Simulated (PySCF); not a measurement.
CH3S (SMILES [CH2]S), doublet, geometry from GFN2-xTB. Base run: B3LYP/def2-SV(P) (PySCF).

The PySCF input:
```python
from pyscf import gto, scf, dft

mol = gto.Mole()
mol.atom = '''
    C     0.08133729    1.12203680   -0.12550724
    S    -0.07291609   -0.56203814    0.13309778
    H     0.80181200   -0.95782336   -0.79481219
    H    -0.53276719    1.73924269    0.49787221
    H     0.40958879    1.47897019   -1.07958105
'''
mol.basis = 'def2-sv(p)'
mol.spin = 1
mol.verbose = 4
mol.build()

mf = dft.UKS(mol)
mf.xc = 'b3lyp'
mf.kernel()
```

Variants of this job, named by their change:

```json
[
 {"change": "base", "E (Eh)": "-437.88976", "HOMO (eV)": "-4.90", "dipole (D)": "0.95", "<S^2>": "0.754", "core-seconds (rough)": "2"},
 {"change": "functional = pw91,pw91", "E (Eh)": "-437.83764", "HOMO (eV)": "-3.91", "dipole (D)": "0.96", "<S^2>": "0.753", "core-seconds (rough)": "2"},
 {"change": "functional = pbe0", "E (Eh)": "-437.68151", "HOMO (eV)": "-5.26", "dipole (D)": "1.03", "<S^2>": "0.755", "core-seconds (rough)": "2"},
 {"change": "functional = bp86", "E (Eh)": "-437.91225", "HOMO (eV)": "-3.95", "dipole (D)": "0.98", "<S^2>": "0.753", "core-seconds (rough)": "2"},
 {"change": "functional = o3lyp", "E (Eh)": "-437.85257", "HOMO (eV)": "-4.43", "dipole (D)": "0.96", "<S^2>": "0.754", "core-seconds (rough)": "2"},
 {"change": "functional = tpssh", "E (Eh)": "-437.89688", "HOMO (eV)": "-4.61", "dipole (D)": "1.02", "<S^2>": "0.755", "core-seconds (rough)": "5"},
 {"change": "functional = hf", "E (Eh)": "-436.92602", "HOMO (eV)": "-8.49", "dipole (D)": "1.18", "<S^2>": "0.765", "core-seconds (rough)": "0.2"},
 {"change": "functional = camb3lyp", "E (Eh)": "-437.85289", "HOMO (eV)": "-6.53", "dipole (D)": "0.98", "<S^2>": "0.754", "core-seconds (rough)": "3"},
 {"change": "functional = blyp; dispersion = d3bjm", "E (Eh)": "-437.84847", "HOMO (eV)": "-3.62", "dipole (D)": "0.91", "<S^2>": "0.753", "core-seconds (rough)": "2"},
 {"change": "functional = tpss", "E (Eh)": "-437.90629", "HOMO (eV)": "-4.06", "dipole (D)": "0.99", "<S^2>": "0.754", "core-seconds (rough)": "5"},
 {"change": "functional = pbe; dispersion = d3bjm", "E (Eh)": "-437.64330", "HOMO (eV)": "-3.86", "dipole (D)": "0.97", "<S^2>": "0.753", "core-seconds (rough)": "2"},
 {"change": "functional = m062x", "E (Eh)": "-437.82510", "HOMO (eV)": "-6.26", "dipole (D)": "1.02", "<S^2>": "0.755", "core-seconds (rough)": "4"},
 {"change": "functional = b97m_v", "E (Eh)": "-437.76482", "HOMO (eV)": "-4.15", "dipole (D)": "0.99", "<S^2>": "0.754", "core-seconds (rough)": "70"}
]
```

Total energies compare only within one method and basis.

Open shells are given as the SCF converged; they aren't shown to be the lowest states, and a large step between rows can be another state.
